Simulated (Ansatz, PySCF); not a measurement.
System: InCl₂, charge 0, doublet. InCl2 (SMILES [Cl][In][Cl], doublet).
B3LYP-D3(BJ)/def2-TZVP minimum from Ansatz (a quantum-chemistry and plane-wave program):
```
In
Cl 1 2.3859
Cl 1 2.3859 2 119.92
```
Charge 0, spin multiplicity 2.

Atomisation energy term by term, kcal/mol (programs: Ansatz). Open shells are spin-unrestricted; no spin-orbit coupling. Cores are frozen in correlated methods (noble-gas shells, and filled d and f shells in the p block). Past Kr the def2 sets carry scalar-relativistic core potentials. CBS(X,Y): correlation extrapolated as X^-3, Hartree-Fock from the larger set. A bracket is a step between two methods taken in the basis named. For partners of very few electrons the exact lower level stands in for a higher one. Spin-orbit terms, left out, reach several kcal/mol for Br and I, and more for heavier atoms. The spin of Cl2In ([Cl][In][Cl], doublet) was assumed, and the state is the lowest solution found for it.

| term | basis | kcal/mol |
|---|---|---|
| Hartree-Fock | def2-QZVPP | 111.73 |
| CCSD correlation | CBS(def2-TZVPP,def2-QZVPP) | 38.01 |
| (T) | CBS(def2-TZVPP,def2-QZVPP) | 5.65 |
| CCSDT(Q) - CCSD(T) | def2-SVP | 0.53 |
| minus zero-point energy | Hessian by PySCF at B3LYP-D3(BJ)/def2-TZVP | -1.01 |
| sum: D0 |  | 154.9 |
